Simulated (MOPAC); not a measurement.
A run for MOPAC: PM6 on SiSe+, 2S+1 = 2, a spin state set in the input, which need not be the lowest, a point of a bond scan (R = 2.337 Å). Charge +1.

```
PM6 1SCF PRECISE CHARGE=1 UHF MS=0.5 THREADS=1
SeSi

Si     0.00000000 1     0.00000000 1     0.00000000 1
Se     0.00000000 1     0.00000000 1     2.33742300 1
```

The log:

```
*******************************************************************************
 **                                                                           **
 **                              MOPAC v23.2.5                                **
 **                                                                           **
 *******************************************************************************
 ** MOPAC's Digital Object Identifier: https://doi.org/10.5281/zenodo.6511958 **
 **                                                                           **
 ** Please cite the open-source release paper for use of this MOPAC version:  **
 ** J. E. Moussa and J. J. P. Stewart (2026)                                  **
 ** MOPAC: An open-source semiempirical molecular orbital program             **
 ** J. Open Source Softw., 11(119), 8025, https://doi.org/10.21105/joss.08025 **
 *******************************************************************************

                              PM6 CALCULATION RESULTS

 *******************************************************************************
 *  PM6        - The PM6 Hamiltonian to be used
 *  UHF        - UNRESTRICTED HARTREE-FOCK CALCULATION
 *
 *
 *
 *                 CHARGE ON SYSTEM = +1
 *
 *
 *
 *  MS=        - IN MECI, MAGNETIC COMPONENT OF SPIN =  0.5
 *  PRECISE    - TIGHTER CRITERIA TO BE USED
 *  1SCF       - DO 1 SCF AND THEN STOP
 *  THREADS=1  - MULTI-THREADING NOT USED
 *  T=         - A TIME OF 172800.0 SECONDS REQUESTED
 *  DUMP=N     - RESTART FILE WRITTEN EVERY 7200.0 SECONDS REQUESTED
 *******************************************************************************
PM6 1SCF PRECISE CHARGE=1 UHF MS=0.5 THREADS=1
 SeSi

   ATOM   CHEMICAL          X               Y               Z
  NUMBER   SYMBOL      (ANGSTROMS)     (ANGSTROMS)     (ANGSTROMS)

     1      Si          0.00000000  *   0.00000000  *   0.00000000  *
     2      Se          0.00000000  *   0.00000000  *   2.33742300  *



          CARTESIAN COORDINATES

    NO.       ATOM           X           Y           Z

     1        Si          0.0000      0.0000      0.0000
     2        Se          0.0000      0.0000      2.3374

 General Reference for PM6:
 "Optimization of Parameters for Semiempirical Methods V: Modification of NDDO Approximations
 and Application to 70 Elements", J. J. P. Stewart, J. Mol. Mod., 13, 1173-1213 (2007)
 URL: https://link.springer.com/article/10.1007/s00894-007-0233-4

           Empirical Formula: Si Se  =     2 atoms



      MOLECULAR POINT GROUP   :   C*v


          UHF CALCULATION, NO. OF ALPHA ELECTRONS =    5
                           NO. OF BETA  ELECTRONS =    4

 -------------------------------------------------------------------------------
 PM6 1SCF PRECISE CHARGE=1 UHF MS=0.5 THREADS=1
 SeSi



     1SCF WAS SPECIFIED, SO BFGS WAS NOT USED
     SCF FIELD WAS ACHIEVED


                              PM6 CALCULATION
                                                       MOPAC v23.2.5 Linux




          FINAL HEAT OF FORMATION =        256.84487 KCAL/MOL =    1074.63895 KJ/MOL


          COSMO AREA              =        103.04 SQUARE ANGSTROMS
          COSMO VOLUME            =         91.95 CUBIC ANGSTROMS

          IONIZATION POTENTIAL    =         13.311549 EV
          ALPHA SOMO LUMO (EV)    =        -13.600 -6.690
          BETA  SOMO LUMO (EV)    =        -13.312 -8.179
          NO. OF ALPHA ELECTRONS  =          5
          NO. OF BETA  ELECTRONS  =          4
          MOLECULAR WEIGHT        =        107.0455         POINT GROUP:  C*v

          MOLECULAR DIMENSIONS (Angstroms)

            Atom       Atom       Distance
           Se     2   Si     1     2.33742
           Se     2   Si     1     0.00000
           Si     1   Se     2     0.00000


          SCF CALCULATIONS        =          1





   ATOM   CHEMICAL          X               Y               Z
  NUMBER   SYMBOL      (ANGSTROMS)     (ANGSTROMS)     (ANGSTROMS)

     1      Si          0.00000000  *   0.00000000  *   0.00000000  *
     2      Se          0.00000000  *   0.00000000  *   2.33742300  *

                             CARTESIAN COORDINATES

   1   Si        0.000000000     0.000000000     0.000000000
   2   Se        0.000000000     0.000000000     2.337423000


           Empirical Formula: Si Se  =     2 atoms



      MOLECULAR POINT GROUP   :   C*v


          ALPHA EIGENVALUES
 -27.22341 -19.58105 -15.23057 -14.19517 -13.59970  -6.69002  -6.52086  -6.13864
  -3.60110  -3.59874  -3.43119  -3.32943  -2.96508


           BETA EIGENVALUES
 -23.88210 -19.30159 -13.35582 -13.31155  -8.17917  -6.46660  -5.93053  -5.87613
  -3.60773  -3.60732  -3.36971  -3.33983  -2.91100


              NET ATOMIC CHARGES AND DIPOLE CONTRIBUTIONS

  ATOM NO.   TYPE          CHARGE      No. of ELECS.   s-Pop       p-Pop       d-Pop
    1         Si           0.823642        3.1764     1.94772     1.09627     0.13237
    2         Se           0.176358        5.8236     1.99942     3.82423
 DIPOLE           X         Y         Z       TOTAL
 POINT-CHG.     0.000     0.000    -6.301     6.301
 HYBRID         0.000    -0.000    -0.143     0.143
 SUM            0.000    -0.000    -6.444     6.444


          ATOMIC ORBITAL ELECTRON POPULATIONS

     Atom    s        px        py        pz      x^2-y^2     xz        z^2       yz        xy
    1 Si   1.94772   0.28524   0.06661   0.74442   0.00007   0.03684   0.08357   0.01189   0.00000
    2 Se   1.99942   1.67793   0.92150   1.22480


                    (SZ)    =    0.500000
                    (S**2)  =    0.781429


          ATOMIC ORBITAL SPIN POPULATIONS

    Atom   Total    s     px     py     pz   x^2-y^2  xz     z^2    yz     xy
         Atomic
    1 Si -0.1227  0.011 -0.077  0.067 -0.127 -0.000 -0.006 -0.002  0.012 -0.000
    2 Se  1.1227  0.000  0.083  0.921  0.118

 **********************
 *                    *
 * JOB ENDED NORMALLY *
 *                    *
 **********************




 == MOPAC DONE ==
```

The run finished.

Cost: roughly 0.04 core-seconds.
